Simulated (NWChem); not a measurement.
Species: C3H9ClGe; SMILES [CH3][Ge]([CH3])([CH3])[Cl]

Program: NWChem. Structure relaxed at the PBE0/def2-SVP level.

Q: What does the run give for TPSS/def2-SVP? Quantities: highest occupied level (eV); orbital gap (eV); dipole (D).

A: 
```
Quantity                     Value
---------------------------  -----
highest occupied level (eV)  -6.71
orbital gap (eV)              7.10
dipole (D)                    2.72
```
